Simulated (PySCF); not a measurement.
Isomers of C8H16FN, one GFN2-xTB conformer each. Single-point energies are computed at PBE0/pcSseg-1 (PySCF, gas phase, no added dispersion term), electronic only.

```
                     SMILES  GFN2-xTB relative energy (kcal/mol)
           CC(C)(CCF)N1CCC1                                 12.4
          CC/C(=C\N(C)C)CCF                                 21.2
[H]/N=C\C[C@@H](C)CC(C)(C)F                                 18.0
     CCNC[C@@H]1CCC[C@@H]1F                                  0.0
```

Conformers: `[CH3:1][C:2]([CH3:3])([CH2:4][CH2:5][F:6])[N:7]1[CH2:8][CH2:9][CH2:10]1` with C1–C2–C4–C5 179°, C2–C4–C5–F6 167°, C1–C2–N7–C8 55°, C2–N7–C8–C9 -145°, N7–C8–C9–C10 13°, C8–C9–C10–N7 -13°, C2–N7–C10–C9 145°; `[CH3:1][CH2:2]/[C:3](=[CH:4]\[N:5]([CH3:6])[CH3:7])[CH2:8][CH2:9][F:10]` with C1–C2–C3–C4 55°, C2–C3–C8–C9 74°, C3–C8–C9–F10 180°; `[H]/[N:5]=[CH:4]\[CH2:3][C@@H:2]([CH3:1])[CH2:6][C:7]([CH3:8])([CH3:9])[F:10]` with C1–C2–C3–C4 61°, C2–C3–C4–N5 -127°, C1–C2–C6–C7 -103°, C2–C6–C7–C8 60°; `[CH3:1][CH2:2][NH:3][CH2:4][C@@H:5]1[CH2:6][CH2:7][CH2:8][C@@H:9]1[F:10]` with C1–C2–N3–C4 179°, C2–N3–C4–C5 -177°, N3–C4–C5–C6 -75°, C4–C5–C6–C7 -164°, C5–C6–C7–C8 38°, C6–C7–C8–C9 -21°, C7–C8–C9–F10 115°.

Q: What does PBE0/pcSseg-1 give for the same structures?

A: 
| SMILES | PBE0/pcSseg-1 E (Eh) | PBE0/pcSseg-1 (kcal/mol) | GFN2-xTB (kcal/mol) | point group |
| --- | --- | --- | --- | --- |
| CCNC[C@@H]1CCC[C@@H]1F | -468.48216 | 0.0 | 0.0 | C1 |
| [H]/N=C\C[C@@H](C)CC(C)(C)F | -468.47321 | 5.6 | 18.0 | C1 |
| CC(C)(CCF)N1CCC1 | -468.44412 | 23.9 | 12.4 | C1 |
| CC/C(=C\N(C)C)CCF | -468.44234 | 25.0 | 21.2 | C1 |

Both levels put the same isomer lowest; measured from each level's own lowest isomer, the values differ by up to 12.4 kcal/mol ([H]/N=C\C[C@@H](C)CC(C)(C)F: 18.0 against 5.6). As drawn, the lowest has an N–H bond, which the highest lacks; the highest has a C=C bond outside aromatic rings, which the lowest lacks. Neighbours under 2.5 kcal/mol apart (CC(C)(CCF)N1CCC1 and CC/C(=C\N(C)C)CCF) can change places with a better method, another conformer or zero-point energy.

Q: Which frontier levels, dipoles and rotational constants go with these structures?

A: 
| SMILES | HOMO (eV, PBE0/pcSseg-1) | LUMO (eV) | dipole (D) | A, B, C (MHz) |
| --- | --- | --- | --- | --- |
| CCNC[C@@H]1CCC[C@@H]1F | -6.35 | 1.28 | 1.28 | 2856, 593.5, 521.2 |
| [H]/N=C\C[C@@H](C)CC(C)(C)F | -7.18 | 0.15 | 3.55 | 2738, 593.5, 560.7 |
| CC(C)(CCF)N1CCC1 | -6.09 | 1.24 | 2.64 | 1786, 900.6, 746.8 |
| CC/C(=C\N(C)C)CCF | -5.67 | 0.42 | 2.87 | 2047, 646.4, 554.4 |
